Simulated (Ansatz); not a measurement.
PBE exchange is replaced step by step with exact exchange (0 % is PBE, 25 % PBE0; no dispersion term), basis def2-SVP, Ansatz. System: Sn13H20, a cluster cut from cubic tin. Total charge 0; singlet. Geometry: PBE-D4/def2-SVP.

Geometry of the singlet:

```csv
atom,x (Å),y (Å),z (Å)
Sn1,3.936,-0.938,1.047
Sn2,-4.222,-1.468,0.843
Sn3,0.255,-2.810,-0.895
Sn4,-0.249,0.188,2.608
Sn5,2.298,3.273,0.262
Sn6,-1.519,1.417,-1.607
Sn7,2.650,0.305,-3.217
Sn8,-2.871,-0.680,3.180
Sn9,1.328,-1.891,1.541
Sn10,3.838,1.175,-0.815
Sn11,-4.160,0.569,-1.094
Sn12,0.050,-0.656,-2.697
Sn13,-0.310,2.329,0.772
H14,4.935,-2.223,0.439
H15,4.658,-0.381,2.526
H16,-5.867,-1.884,1.218
H17,-3.466,-2.890,0.200
H18,1.312,-4.017,-1.565
H19,-1.292,-3.556,-0.645
H20,0.502,0.732,4.086
H21,3.014,3.857,1.734
H22,2.236,4.611,-0.847
H23,-1.559,2.726,-2.759
H24,3.615,-0.947,-3.940
H25,2.585,1.622,-4.348
H26,-2.834,-1.983,4.329
H27,-3.749,0.626,3.918
H28,1.393,-3.207,2.682
H29,5.455,1.742,-1.137
H30,-4.914,0.031,-2.564
H31,-5.083,1.921,-0.512
H32,-0.677,-1.207,-4.183
H33,-1.287,3.611,1.440
```

In the def2 sets Sn takes a core potential; there is no spin–orbit coupling. Single mean-field runs in def2-SVP are fitted with def2-universal-jkfit.

```csv
exact exchange (%),HOMO (eV),LUMO (eV),gap (eV)
0,-5.94,-2.57,3.37
5,-6.11,-2.42,3.69
10,-6.28,-2.27,4.01
15,-6.45,-2.12,4.33
25,-6.80,-1.82,4.99
35,-7.16,-1.51,5.65
50,-7.70,-1.05,6.66
```
